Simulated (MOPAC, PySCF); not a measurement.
C3H5N, SMILES `CC=C=N`, neutral singlet in the gas phase. 

Cartesian coordinates (Å):
```xyz
9

C     -1.2476    -0.3808    -0.0302
C     -0.0186     0.3403    -0.5181
C      1.0972     0.4205     0.1573
N      2.0928     0.5991     0.8455
H     -1.5225    -1.1949    -0.7056
H     -2.1004     0.3001     0.0273
H     -1.0888    -0.8040     0.9611
H     -0.0417     0.8196    -1.4900
H      2.8296    -0.1000     0.7526
```
Charge 0, spin multiplicity 1.

All levels are single points at this geometry (B3LYP-D3(BJ)/def2-TZVP); Pople sets use spherical d functions. Orbital energies aren't observables, and empty levels follow the basis.

B3LYP/6-31G* in PySCF gives HOMO (eV) = -5.96.

Task: Estimate the HOMO (eV) from each of these levels: B3LYP-D3(BJ)/def2-TZVP in PySCF; B3LYP/6-311+G** in PySCF; BP86/6-31G* in PySCF; HF/6-31G* in PySCF; AM1 in MOPAC; PM3 in MOPAC; PM6 in MOPAC; PM7 in MOPAC.

Result: 
```csv
level,HOMO (eV)
B3LYP-D3(BJ)/def2-TZVP in PySCF,-6.30
B3LYP/6-311+G** in PySCF,-6.33
BP86/6-31G* in PySCF,-5.07
HF/6-31G* in PySCF,-9.05
AM1 in MOPAC,-9.21
PM3 in MOPAC,-8.93
PM6 in MOPAC,-9.16
PM7 in MOPAC,-9.33
```
